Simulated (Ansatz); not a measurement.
Program: Ansatz. Geometries: PBE0-D4/def2-TZVP. ΔE: electronic, gas phase. CCSD(T)/CBS adds triple-zeta CCSD(T) − MP2 to the extrapolated MP2 energy (def2 sets, frozen cores). This one scheme is used for every species, atoms too. DFT in def2-TZVPP. B3LYP here is the variant with VWN-RPA as its local correlation; programs differ in this. No spin–orbit coupling; open shells (•) take unrestricted orbitals. Spin–orbit coupling would lower the free atoms: a little for C, Si. Bonds to As are less sure, by a few kJ/mol each and by 10 to 20 or more in all where they break to atoms, as the def2 sets lack core-valence functions. Scalar relativity is left out up to krypton. One conformer a species, not always the lowest.

Consider the atomization: `NC([SiH3])[AsH2]` → As• + C• + 8 H• + N• + Si•.

Q: What is ΔE at CCSD(T)/CBS? (Estimate.)

A: Computed: +890.8 kcal/mol.

Q: What do these levels give: PBE-D4, B3LYP-D4, B3LYP, HF/def2-TZVPP, CCSD(T)/def2-TZVPP, MP2/CBS(def2)? (An estimate is asked.)

A: Ansatz gave: PBE-D4 898.8, B3LYP-D4 895.1, B3LYP 884.2, HF/def2-TZVPP 620.4, CCSD(T)/def2-TZVPP 865.8, MP2/CBS(def2) 887.5 kcal/mol.

Largest T1 diagnostic among the species: 0.012.

The D4 term adds +11.0 kcal/mol with B3LYP and +5.7 kcal/mol with PBE0; it sums over pairs of atoms, weighted by their polarisabilities, and B3LYP, whose exchange is more repulsive, gets the larger term. In def2-TZVPP, CCSD(T) changes the Hartree–Fock value by +245.4 kcal/mol (the triples alone add +12.2 kcal/mol) and MP2 by +242.1 kcal/mol; breaking electron pairs costs correlation energy, which Hartree–Fock lacks.

For atomizations the MP2-based limit and the directly extrapolated one differ by several kJ/mol either way, and by 10 to 25 for some Ge, Se and Sn compounds, so smaller differences from it don't rank the levels.
